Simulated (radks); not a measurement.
Results of a calculation; reference values are marked as such.
Task: Species: Co3+. Configuration: [Ar] 3d3 4s2 4p1 (not the ground configuration). Level of theory: non-relativistic Kohn-Sham, TPSS, spin-unpolarised, spherical densities, point nucleus; meta-GGA in the generalised Kohn-Sham scheme (a radial shooting solver on a logarithmic mesh with Libxc functionals). Some entries of the table are withheld. Estimate them.

| orbital | occ. | eigenvalue (Ry) | <r> (bohr) |
|---|---|---|---|
| 1s | 2 | -558.8163 | 0.05688 |
| 2s | 2 | -70.72930 | 0.2583 |
| 2p | 6 | (1) | 0.2262 |
| 3s | 2 | -12.34560 | 0.7515 |
| 3p | 6 | -9.67624 | 0.7708 |
| 3d | 3 | (2) | 0.8097 |
| 4s | 2 | -2.99788 | 1.980 |
| 4p | 1 | -2.34758 | 2.197 |

Result: 
(1) 2p eigenvalue (Ry): -62.01730
(2) 3d eigenvalue (Ry): -5.28647
